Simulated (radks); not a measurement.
Question: Valence configurations of Te IV (all share [Kr]). Calculated with a radial shooting solver on a logarithmic mesh with Libxc functionals: scalar-relativistic Kohn-Sham, r2SCAN, spin-unpolarised, spherical densities, finite nucleus; meta-GGA in the generalised Kohn-Sham scheme; Fermi nuclear charge, rms radius 4.7423 fm. Order these by energy: 4d9.5 5s1 5p2.5; 4d10 5p3; 4d10 5s1 5p2; 4d9 5s2 5p2; 4d10 5s2 5p1; 4d9 5p4; 4d9.5 5s2 5p1.5; 4d9 5s1 5p3; 4d7.5 5s1 5p4.5; 4d8 5s2 5p3.

Answer: From the lowest, in eV above it: 4d10 5s2 5p1 0.000; 4d10 5s1 5p2 11.453; 4d9.5 5s2 5p1.5 21.521; 4d10 5p3 22.888; 4d9.5 5s1 5p2.5 33.289; 4d9 5s2 5p2 44.228; 4d9 5s1 5p3 56.310; 4d9 5p4 68.399; 4d8 5s2 5p3 93.248; 4d7.5 5s1 5p4.5 132.57. NIST lists [Kr] 4d10 5s2 5p1 as the ground configuration; this level of theory agrees among the configurations tried. The energies are those of spherical spin-averaged densities, not of single terms.
